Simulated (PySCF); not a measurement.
H₂Te₂, SMILES [TeH][TeH].

Geometry optimised at B3LYP-D3(BJ)/def2-TZVP. The def2 effective core potentials stand for the cores of Te; spin–orbit coupling is left out.

Level of theory: TDDFT-CAM-B3LYP/def2-SVPD (PySCF 2.14.0).

Vertical excitations. The molecule is in vacuum. State labels are in the subgroup C2.

Computed lowest excited states:
| state | symmetry | energy (eV) | λ (nm) | f | main pairs |
|---|---|---|---|---|---|
| S1 | B | 3.06 | 405 | 0.005 | HOMO→LUMO 97 % |
| S2 | A | 3.07 | 404 | 0.003 | HOMO−1→LUMO 97 % |
| S3 | B | 4.67 | 266 | 0.008 | HOMO−1→LUMO+1 63 %, HOMO→LUMO+2 32 % |
| S4 | A | 4.69 | 265 | 0.009 | HOMO→LUMO+1 66 %, HOMO−1→LUMO+2 29 % |
| S5 | B | 5.41 | 229 | 0.013 | HOMO→LUMO+2 48 %, HOMO−1→LUMO+1 26 %, HOMO−2→LUMO 21 % |
| S6 | A | 5.50 | 225 | 0.003 | HOMO−1→LUMO+2 64 %, HOMO→LUMO+1 31 % |
| S7 | B | 6.01 | 206 | 0.474 | HOMO−2→LUMO 61 %, HOMO→LUMO+2 12 % |
| S8 | A | 6.55 | 189 | 0.042 | HOMO→LUMO+4 37 %, HOMO−3→LUMO 23 %, HOMO−1→LUMO+3 20 %, HOMO→LUMO+6 9 % |
| S9 | B | 6.59 | 188 | 0.072 | HOMO−1→LUMO+4 43 %, HOMO→LUMO+3 36 %, HOMO−1→LUMO+6 10 % |
| S10 | A | 6.69 | 185 | 0.030 | HOMO−3→LUMO 64 %, HOMO−1→LUMO+3 14 %, HOMO→LUMO+4 13 % |
| T1 | B | 2.55 | 487 | 0 | HOMO→LUMO 96 % |
| T2 | A | 2.57 | 482 | 0 | HOMO−1→LUMO 96 % |
| T3 | B | 4.12 | 301 | 0 | HOMO−2→LUMO 91 % |
| T4 | A | 4.21 | 295 | 0 | HOMO→LUMO+1 51 %, HOMO−1→LUMO+2 39 % |
Triplets are in the Tamm–Dancoff approximation, which puts them higher than full response would, so one can lie above its singlet here.
